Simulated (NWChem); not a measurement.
System: C$_{3}$H$_{3}$Cl$_{2}$F; SMILES C/C(Cl)=C(\F)Cl

NWChem printed, in part:

```
             Northwest Computational Chemistry Package (NWChem) 7.3.0
             --------------------------------------------------------

                             Geometry "geometry" -> ""
                             -------------------------

 Output coordinates in angstroms (scale by  1.889725989 to convert to a.u.)

  No.       Tag          Charge          X              Y              Z
 ---- ---------------- ---------- -------------- -------------- --------------
    1 C                    6.0000    -1.67040400     1.48689600     0.00000000
    2 C                    6.0000    -0.42160600     0.67407200     0.00000000
    3 Cl                  17.0000     1.06517900     1.55171200     0.00000000
    4 C                    6.0000    -0.40681500    -0.66595800     0.00000000
    5 F                    9.0000    -1.53674800    -1.35707100     0.00000000
    6 Cl                  17.0000     0.98338500    -1.65502300     0.00000000
    7 H                    1.0000    -2.55585700     0.83877400     0.00000000
    8 H                    1.0000    -1.70425900     2.13690300     0.88836900
    9 H                    1.0000    -1.70425900     2.13690300    -0.88836900

 Effective nuclear repulsion energy (a.u.)     350.9495876828

                                 NWChem DFT Module
                                 -----------------

 Summary of "ao basis" -> "ao basis" (spherical)
 ------------------------------------------------------------------------------
       Tag                 Description            Shells   Functions and Types
 ---------------- ------------------------------  ------  ---------------------
 C                          def2-svp                 6       14   3s2p1d
 Cl                         def2-svp                 8       18   4s3p1d
 F                          def2-svp                 6       14   3s2p1d
 H                          def2-svp                 3        5   2s1p

 in cosmo_initialize ...
 calling solv_data for solv:dcm

 solvent parameters
 solvname_short: dcm
 solvname_long:  dichloromethane
 dielec:        8.9300
 dielecinf:     2.0283
 nonaqueous SMD model solvent descriptors
 dielec:        8.9300
 sola:          0.1000
 solb:          0.0500
 solc:          0.0000
 solg:         39.1500
 solh:          0.6670
 soln:          1.4242

          ---------------
          -cosmo- solvent
          ---------------
 Cosmo: York-Karplus, doi: 10.1021/jp992097l
 dielectric constant -eps-     =   8.93
 screen = (eps-1)/(eps    )    =   0.88802
 surface charge correction     = lagrangian

   van der Waals surface
 --------------------------

 ---------- ATOMIC COORDINATES (A.U.) ------------ VDWR(ANG.) --
     1   -3.15660585    2.80982601    0.00000000     1.850
     2   -0.79671982    1.27381138    0.00000000     1.850
     3    2.01289644    2.93231049    0.00000000     2.380
     4   -0.76876888   -1.25847814    0.00000000     1.850
     5   -2.90403263   -2.56449234    0.00000000     1.730
     6    1.85832819   -3.12753997    0.00000000     2.380
     7   -4.82986940    1.58505303    0.00000000     1.200
     8   -3.22058252    4.03816113    1.67877399     1.200
     9   -3.22058252    4.03816113   -1.67877399     1.200
 number of segments per atom =        128
 number of   points per atom =        128
 atom (   nspa,  nppa )
 ----------------------
    1 (     54,     0 )       0
    2 (     20,     0 )       0
    3 (     90,     0 )       0
    4 (     22,     0 )       0
    5 (     72,     0 )       0
    6 (     92,     0 )       0
    7 (     48,     0 )       0
    8 (     54,     0 )       0
    9 (     54,     0 )       0
 number of -cosmo- surface points =      506
 molecular surface =    158.510 angstrom**2
 molecular volume  =    143.509 angstrom**3
 -lineq- algorithm             =   0
 -bem- low  level              =   3
 -bem- from -octahedral-
 gaussian surface charge width =   4.50000
 degree of switching           =   1.00000
 switching function tolerance  =   0.00010
 atomic radii =
 --------------
    1  6.000  1.850
    2  6.000  1.850
    3 17.000  2.380
    4  6.000  1.850
    5  9.000  1.730
    6 17.000  2.380
    7  1.000  1.200
    8  1.000  1.200
    9  1.000  1.200
 ...... end of -cosmo- initialization ......

 nat:                     9
 ixmem:                  4523
 calling mnsol_interface()
 G(SMD-CDS) energy (kcal/mol)  =    -1.787
 SMD-CDS SASA (angstrom**2)    =   154.345

            General Information
            -------------------
          SCF calculation type: DFT
          Wavefunction type:  closed shell.
          No. of atoms     :     9
          No. of electrons :    64
           Alpha electrons :    32
            Beta electrons :    32
          Charge           :     0
          Spin multiplicity:     1
          Use of symmetry is: off; symmetry adaption is: off
          Maximum number of iterations: 150
          AO basis - number of functions:   107
                     number of shells:    49
          Convergence on energy requested:  1.00D-06
          Convergence on density requested:  1.00D-05
          Convergence on gradient requested:  5.00D-04

              XC Information
              --------------
                         PBE0 Method XC Functional
                     Hartree-Fock (Exact) Exchange  0.250
          PerdewBurkeErnzerhof Exchange Functional  0.750
            Perdew 1991 LDA Correlation Functional  1.000 local
           PerdewBurkeErnz. Correlation Functional  1.000 non-local

             Grid Information
             ----------------
          Grid used for XC integration:  medium
          Radial quadrature: Mura-Knowles
          Angular quadrature: Lebedev.
          Tag              B.-S. Rad. Rad. Pts. Rad. Cut. Ang. Pts.
          ---              ---------- --------- --------- ---------
          C                   0.70       49          10.0       434
          Cl                  1.00       88          12.0       590
          F                   0.50       49          10.0       434
          H                   0.35       45          11.0       434
          Grid pruning is: on
          Number of quadrature shells:   507
          Spatial weights used:  Erf1

      Superposition of Atomic Density Guess
      -------------------------------------

 Sum of atomic energies:       -1132.31181838

      Non-variational initial energy
      ------------------------------

 Total energy =   -1134.924821
 1-e energy   =   -2261.054258
 2-e energy   =     775.179849
 HOMO         =      -0.214059
 LUMO         =       0.087823

   convergence    iter        energy       DeltaE   RMS-Dens  Diis-err
 ---------------- ----- ----------------- --------- --------- ---------
     COSMO gas phase
 d= 0,ls=0.0,diis     1  -1135.2428614536 -1.49D+03  1.55D-02  9.50D-01
 d= 0,ls=0.0,diis     2  -1135.1662334907  7.66D-02  1.06D-02  1.66D+00
 d= 0,ls=0.0,diis     3  -1135.3480767758 -1.82D-01  1.62D-03  3.01D-02
 d= 0,ls=0.0,diis     4  -1135.3511592277 -3.08D-03  6.45D-04  4.13D-03
 d= 0,ls=0.0,diis     5  -1135.3515573037 -3.98D-04  2.29D-04  9.85D-04
  Resetting Diis
 d= 0,ls=0.0,diis     6  -1135.3516734136 -1.16D-04  4.28D-05  1.75D-05
 d= 0,ls=0.0,diis     7  -1135.3516755156 -2.10D-06  2.05D-05  1.39D-06
 d= 0,ls=0.0,diis     8  -1135.3516754426  7.29D-08  1.16D-05  2.23D-06
 d= 0,ls=0.0,diis     9  -1135.3516756611 -2.18D-07  1.06D-06  1.47D-08

   convergence    iter        energy       DeltaE   RMS-Dens  Diis-err
 ---------------- ----- ----------------- --------- --------- ---------
     COSMO solvation phase
 d= 0,ls=0.0,diis     1  -1135.3569191387 -5.24D-03  9.24D-04  7.25D-04
 d= 0,ls=0.0,diis     2  -1135.3571527905 -2.34D-04  2.08D-04  2.63D-04
 d= 0,ls=0.0,diis     3  -1135.3571698939 -1.71D-05  9.74D-05  1.30D-04
 d= 0,ls=0.0,diis     4  -1135.3571855593 -1.57D-05  2.75D-05  9.97D-06
 d= 0,ls=0.0,diis     5  -1135.3571866834 -1.12D-06  8.89D-06  6.76D-07
 d= 0,ls=0.0,diis     6  -1135.3571867626 -7.92D-08  2.50D-06  8.93D-08

         Total DFT energy =    -1135.357186762612
      One electron energy =    -2263.306607150719
           Coulomb energy =      860.787112261795
    Exchange-Corr. energy =      -83.799085843841
 Nuclear repulsion energy =      350.949587682814

             COSMO energy =        0.011806287340

 Numeric. integr. density =       64.000002266499

                                COSMO-SMD solvation results
                                ---------------------------

             internal energy in gas <Psi(g)|H|Psi(g)> =     -1135.351675661092
         internal energy in solvent <Psi(s)|H|Psi(s)> =     -1135.351356737824
                               delta internal energy  =         0.000318923269 (    0.20 kcal/mol)
   total free energy in solvent <Psi(s)|H+V/2|Psi(s)> =     -1135.354339626545
 polarization energy contribution <Psi(s)|V/2|Psi(s)> =        -0.002982888721 (   -1.87 kcal/mol)
    total free energy in solvent including G(SMD-CDS) =     -1135.357186762612
                       G(SMD-CDS) energy contribution =        -0.002847136067 (   -1.79 kcal/mol)
     1 M fixed-concentration free energy of solvation =        -0.005511101519 (   -3.46 kcal/mol)

                       DFT Final Molecular Orbital Analysis
                       ------------------------------------

 Vector   30  Occ=2.000000D+00  E=-3.573524D-01
              MO Center=  6.8D-01,  6.3D-01,  2.1D-08, r^2= 3.9D+00
   Bfn.  Coefficient  Atom+Function         Bfn.  Coefficient  Atom+Function
  ----- ------------  ---------------      ----- ------------  ---------------
    41      0.483712  3 Cl pz                38      0.371924  3 Cl pz
    87     -0.337660  6 Cl pz                84     -0.260495  6 Cl pz
    35      0.214925  3 Cl pz                81     -0.149685  6 Cl pz
     6     -0.142981  1 C  pz                20      0.109816  2 C  pz
    98     -0.106695  8 H  s                103      0.106695  9 H  s

 Vector   31  Occ=2.000000D+00  E=-3.273927D-01
              MO Center=  8.1D-01,  9.0D-01,  1.4D-09, r^2= 3.3D+00
   Bfn.  Coefficient  Atom+Function         Bfn.  Coefficient  Atom+Function
  ----- ------------  ---------------      ----- ------------  ---------------
    40      0.472089  3 Cl py                37      0.355239  3 Cl py
    39     -0.332738  3 Cl px                36     -0.241224  3 Cl px
    34      0.204622  3 Cl py                85      0.205419  6 Cl px
    86      0.186630  6 Cl py                83      0.160395  6 Cl py
    82      0.154145  6 Cl px                33     -0.139046  3 Cl px

 Vector   32  Occ=2.000000D+00  E=-2.545223D-01
              MO Center= -6.1D-02,  9.1D-02,  1.5D-09, r^2= 3.3D+00
   Bfn.  Coefficient  Atom+Function         Bfn.  Coefficient  Atom+Function
  ----- ------------  ---------------      ----- ------------  ---------------
    52      0.363899  4 C  pz                20      0.355313  2 C  pz
    41     -0.343627  3 Cl pz                87     -0.305785  6 Cl pz
    23      0.258219  2 C  pz                38     -0.219272  3 Cl pz
    55      0.206628  4 C  pz                66      0.203265  5 F  pz
    84     -0.198691  6 Cl pz                69     -0.167033  5 F  pz

 Vector   33  Occ=0.000000D+00  E= 4.216485D-03
              MO Center= -3.6D-01,  5.2D-02,  3.7D-09, r^2= 2.8D+00
   Bfn.  Coefficient  Atom+Function         Bfn.  Coefficient  Atom+Function
  ----- ------------  ---------------      ----- ------------  ---------------
    23      0.609861  2 C  pz                55     -0.598371  4 C  pz
    52     -0.496601  4 C  pz                20      0.445864  2 C  pz
    87      0.245676  6 Cl pz                99     -0.235313  8 H  s
   104      0.235313  9 H  s                 41     -0.222838  3 Cl pz
    69      0.183654  5 F  pz                66     -0.176759  5 F  pz

 Vector   34  Occ=0.000000D+00  E= 3.435633D-02
              MO Center=  2.2D-01,  2.6D-01, -2.3D-11, r^2= 3.8D+00
   Bfn.  Coefficient  Atom+Function         Bfn.  Coefficient  Atom+Function
  ----- ------------  ---------------      ----- ------------  ---------------
    39      0.589936  3 Cl px                49      0.530332  4 C  s
    32     -0.521162  3 Cl s                 21      0.496699  2 C  px
    22      0.402881  2 C  py                85      0.395164  6 Cl px
    78     -0.392200  6 Cl s                 86     -0.383243  6 Cl py
    53      0.381199  4 C  px                40      0.373319  3 Cl py

 Vector   35  Occ=0.000000D+00  E= 7.972740D-02
              MO Center=  3.0D-02, -5.6D-01, -3.5D-09, r^2= 4.1D+00
   Bfn.  Coefficient  Atom+Function         Bfn.  Coefficient  Atom+Function
  ----- ------------  ---------------      ----- ------------  ---------------
    49      1.221859  4 C  s                  3     -0.978636  1 C  s
    85      0.672756  6 Cl px                78     -0.604147  6 Cl s
    21     -0.521858  2 C  px                48      0.417656  4 C  s
    94      0.408728  7 H  s                 17     -0.375922  2 C  s
    86     -0.371067  6 Cl py                99      0.355621  8 H  s

     Multipole analysis of the density
     ---------------------------------

     L   x y z        total         alpha         beta         nuclear
     -   - - -        -----         -----         ----         -------
     0   0 0 0     -0.000000    -32.000000    -32.000000     64.000000

     1   1 0 0     -0.523998     -0.297461     -0.297461      0.070923
     1   0 1 0      0.426647      0.106824      0.106824      0.212999
     1   0 0 1     -0.000000     -0.000000     -0.000000      0.000000

     2   2 0 0    -33.888628   -174.294049   -174.294049    314.699471
     2   1 1 0     -2.634469      7.984595      7.984595    -18.603660
     2   1 0 1     -0.000000     -0.000000     -0.000000      0.000000
     2   0 2 0    -34.887601   -254.135576   -254.135576    473.383551
     2   0 1 1     -0.000000     -0.000000     -0.000000      0.000000
     2   0 0 2    -35.264685    -20.450625    -20.450625      5.636564
```

Level: PBE0/def2-SVP, SMD on the gas-phase geometry. Coordinates come from a PBE0/def2-SVP optimisation. Solvent: dichloromethane.

Write an input that gives this output.

One answer among several that fit: the input that was run:
```
start job
memory heap 200 mb stack 900 mb global 1100 mb
geometry units angstroms noautosym nocenter noautoz
  C     -1.670404     1.486896     0.000000
  C     -0.421606     0.674072     0.000000
  Cl     1.065179     1.551712     0.000000
  C     -0.406815    -0.665958     0.000000
  F     -1.536748    -1.357071     0.000000
  Cl     0.983385    -1.655023     0.000000
  H     -2.555857     0.838774     0.000000
  H     -1.704259     2.136903     0.888369
  H     -1.704259     2.136903    -0.888369
end
basis spherical
  * library def2-svp
end
dft
  xc pbe0
  iterations 150
end
cosmo
  do_cosmo_smd true
  solvent dcm
end
task dft energy
```
